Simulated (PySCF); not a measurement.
**Spinor energies of La (lanthanum, neutral)**

Start: [Xe] 5d2 6s1; 5d5/2 filled at m_j = +3/2, +5/2; 6s1/2 filled at m_j = +1/2. Calculated with PySCF 2.14 in x2c-TZVPall-2c with one added diffuse shell each of s, p, d type (12s12p11d2f, 117 functions): generalised Hartree-Fock with the X2C-1e Hamiltonian and a Gaussian nucleus; spin-orbit coupling (SO) screened by Boettger's factors. This is a chosen level, not necessarily the ground level.

```json
{"spinor shell": "1s1/2", "electrons": "2", "ε, screened SO (eV)": "-39114.5", "weight of nominal j (screened SO)": "1.000", "rms radius, screened SO (bohr)": "0.0286"}
{"spinor shell": "2s1/2", "electrons": "2", "ε, screened SO (eV)": "-6333.0", "weight of nominal j (screened SO)": "1.000", "rms radius, screened SO (bohr)": "0.116"}
{"spinor shell": "2p1/2", "electrons": "2", "ε, screened SO (eV)": "-5959.1", "weight of nominal j (screened SO)": "1.000", "rms radius, screened SO (bohr)": "0.100"}
{"spinor shell": "2p3/2", "electrons": "4", "ε, screened SO (eV)": "-5542.5", "weight of nominal j (screened SO)": "1.000", "rms radius, screened SO (bohr)": "0.106"}
{"spinor shell": "3s1/2", "electrons": "2", "ε, screened SO (eV)": "-1399.2", "weight of nominal j (screened SO)": "1.000", "rms radius, screened SO (bohr)": "0.303"}
{"spinor shell": "3p1/2", "electrons": "2", "ε, screened SO (eV)": "-1240.3", "weight of nominal j (screened SO)": "1.000", "rms radius, screened SO (bohr)": "0.295"}
{"spinor shell": "3p3/2", "electrons": "4", "ε, screened SO (eV)": "-1156.9", "weight of nominal j (screened SO)": "1.000", "rms radius, screened SO (bohr)": "0.308"}
{"spinor shell": "3d3/2", "electrons": "4", "ε, screened SO (eV)": "-881.22", "weight of nominal j (screened SO)": "1.000", "rms radius, screened SO (bohr)": "0.279"}
{"spinor shell": "3d5/2", "electrons": "6", "ε, screened SO (eV)": "-863.63", "weight of nominal j (screened SO)": "1.000", "rms radius, screened SO (bohr)": "0.283"}
{"spinor shell": "4s1/2", "electrons": "2", "ε, screened SO (eV)": "-300.68", "weight of nominal j (screened SO)": "1.000", "rms radius, screened SO (bohr)": "0.694"}
{"spinor shell": "4p1/2", "electrons": "2", "ε, screened SO (eV)": "-239.69", "weight of nominal j (screened SO)": "1.000", "rms radius, screened SO (bohr)": "0.719"}
{"spinor shell": "4p3/2", "electrons": "4", "ε, screened SO (eV)": "-221.84", "weight of nominal j (screened SO)": "1.000", "rms radius, screened SO (bohr)": "0.746"}
{"spinor shell": "4d3/2", "electrons": "4", "ε, screened SO (eV)": "-119.56", "weight of nominal j (screened SO)": "0.999", "rms radius, screened SO (bohr)": "0.820"}
{"spinor shell": "4d5/2", "electrons": "6", "ε, screened SO (eV)": "-116.47", "weight of nominal j (screened SO)": "0.999", "rms radius, screened SO (bohr)": "0.830"}
{"spinor shell": "5s1/2", "electrons": "2", "ε, screened SO (eV)": "-47.477", "weight of nominal j (screened SO)": "1.000", "rms radius, screened SO (bohr)": "1.68"}
{"spinor shell": "5p1/2", "electrons": "2", "ε, screened SO (eV)": "-28.579", "weight of nominal j (screened SO)": "0.951", "rms radius, screened SO (bohr)": "1.89"}
{"spinor shell": "5d5/2", "electrons": "2", "ε, screened SO (eV)": "-5.414", "weight of nominal j (screened SO)": "0.887", "rms radius, screened SO (bohr)": "3.46"}
{"spinor shell": "6s1/2", "electrons": "1", "ε, screened SO (eV)": "-4.912", "weight of nominal j (screened SO)": "1.000", "rms radius, screened SO (bohr)": "5.11"}
```

Task: Where does 5p3/2 lie, and what is the 5p spin-orbit splitting (screened SO)?

Result: At -26.146 eV, 2.433 eV above 5p1/2.

| quantity | screened SO |
| --- | --- |
| E (hartree) | -8491.13050 |
| M_J | 9/2 |
| ⟨J²⟩ | 24.767 |
| ⟨L²⟩ | 12.059 |
| ⟨S²⟩ | 3.795 |

Each row is a mean over spinors that exchange with the open shell spreads, by up to 2.892 eV (5p3/2).

Rows whose weight is well below 1 are mixtures of j = l ± 1/2: exchange outweighs spin-orbit coupling there, and the label is only the starting occupation.

Breit and QED terms are absent; they matter most for the inner s and p1/2 levels.

Densities and radii are taken from the X2C orbitals without a picture-change correction, which distorts them close to the nucleus.
